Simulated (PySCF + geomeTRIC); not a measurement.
Species: [Mo(OH)(CH3)5] (charge 0, multiplicity 1).

Question: Give a relaxed geometry from BP86-D3(BJ)/def2-SVP run with PySCF + geomeTRIC.

Answer: This is not unique; one that fits is the end point of this relaxation, one of several conformers.
Z-matrix (Å, degrees):
```
Mo
O 1 1.8869
H 2 0.9768 1 128.05
C 1 2.1202 2 97.56 3 -141.71
H 4 1.1058 1 119.22 2 78.70
H 4 1.1112 5 109.59 1 -125.95
H 4 1.1154 5 109.37 6 -119.50
C 1 2.1287 2 96.29 3 121.56
H 8 1.1068 1 117.01 2 169.18
H 8 1.1092 9 109.51 1 -128.11
H 8 1.1157 9 109.60 10 -118.59
C 1 2.1939 2 78.18 3 -6.25
H 12 1.1031 1 118.24 2 -175.48
H 12 1.1124 13 108.99 1 -123.09
H 12 1.1147 13 108.80 14 -119.76
C 1 2.1942 2 137.11 3 46.74
H 16 1.1051 1 116.74 2 -90.03
H 16 1.1097 17 109.34 13 -99.51
H 16 1.1148 17 108.36 18 -117.46
C 1 2.2100 2 127.93 3 -65.37
H 20 1.1055 1 116.17 2 102.66
H 20 1.1106 21 108.74 17 -97.61
H 20 1.1126 21 108.81 22 -117.23
```
